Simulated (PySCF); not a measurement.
Bonds (- single, = double, # triple, : aromatic): C1-C2 1.502 Å, C2=O3 1.218 Å, C2-C4 1.503 Å, C4-Si5 1.904 Å, Si5-O6 1.656 Å. C1 carries H7, H8, H9; C4 carries H10, H11; Si5 carries H12, H13; O6 carries H14.

Geometry: PBE0-D3(BJ)/def2-SVP; GIAO absolute shieldings from PySCF 2.14, gas phase, non-relativistic, averaged over equivalent atoms.

At OPBE/pcSseg-1 (149 basis functions, 23 s wall time on 1 thread of an Arm Neoverse V1, shared host):
```
   atoms  σ (ppm)
      C2    -18.7
      C1    151.5
      C4    153.5
      O3   -278.5
      O6    310.5
     Si5    379.0
 H12/H13    26.16
     H14    27.71
H7/H8/H9    28.93
 H10/H11    29.04
```

Question: Estimate the result of repeating the calculation with HF/pcSseg-1.

Answer: 
```
   atoms  σ at HF/pcSseg-1  change
      C2             -28.7   -10.0
      C1             158.3    +6.8
      C4             163.0    +9.5
      O3            -287.3    -8.8
      O6             327.5   +17.0
     Si5             420.7   +41.7
 H12/H13             27.35   +1.19
     H14             27.21   -0.50
H7/H8/H9             29.44   +0.51
 H10/H11             29.98   +0.94
```

The largest change is at Si5 (silicon bonded to C, O, 2 H). Cost: 149 basis functions, 7.4 s wall time on 1 thread of an Arm Neoverse V1, shared host. The order of the carbon signals is the same at both levels.
